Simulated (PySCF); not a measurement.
SMILES C#Cc1cccc(F)c1, singlet at its GFN2-xTB optimised geometry (Å):

```
14

C     -2.0930    -2.3514    -0.0003
C     -1.4926    -1.3120    -0.0001
C     -0.7878    -0.0840     0.0000
C     -1.4828     1.1258     0.0001
C     -0.7925     2.3233     0.0000
C      0.5927     2.3373     0.0000
C      1.2659     1.1281     0.0000
F      2.6161     1.1336     0.0000
C      0.6064    -0.0840     0.0000
H     -2.6161    -3.2608    -0.0001
H     -2.5623     1.1153     0.0001
H     -1.3350     3.2566     0.0001
H      1.1493     3.2608    -0.0001
H      1.1620    -1.0086     0.0000
```

Level of theory: CAM-B3LYP/def2-TZVP (PySCF). Cells within 0.4 Å of a nucleus heavier than hydrogen are left out (blank, or x).

Map of the log10 of the electron density (e/bohr³), floored at −4 on the plane z = 0.0 Å:

```
|0000000000000000000000000000000|
|0000000000000000000000000000000|
|0000000000111100111100000000000|
|0000000002233322233321000000000|
|0000000023455433445432100000000|
|0000000124566654567653200000000|
|0000000135688766679754210000000|
|0000000135688877888754321000000|
|000000123567xx88xx8754433200000|
|000001234567xx88xx8765554310000|
|0000124566788887888777876420000|
|00001356788x887678xx89x97531000|
|0000135798xxx76678xx89xx8531000|
|00001346788x8876789888997531000|
|0000124566788888888767776420000|
|000001334567xx88xx8755554310000|
|0000012345688x88xx8754332100000|
|0000123456788877788764221000000|
|00001245678x8766678754210000000|
|0000234578xx8755566643100000000|
|0000235678988654444432100000000|
|000124568xx87643233221000000000|
|000124578xx76543211100000000000|
|0000245788765432100000000000000|
|0000245797654321000000000000000|
|0000134676543210000000000000000|
|0000023454432100000000000000000|
|0000012233211000000000000000000|
|0000000111000000000000000000000|
|0000000000000000000000000000000|
|0000000000000000000000000000000|
```
Scale: ten equal steps from -4.00 (start of '0') to -0.042 (end of '9'), in the order '0123456789'; x runs from -5.50 to 5.50, y from -5.50 (bottom) to 5.50 (top).
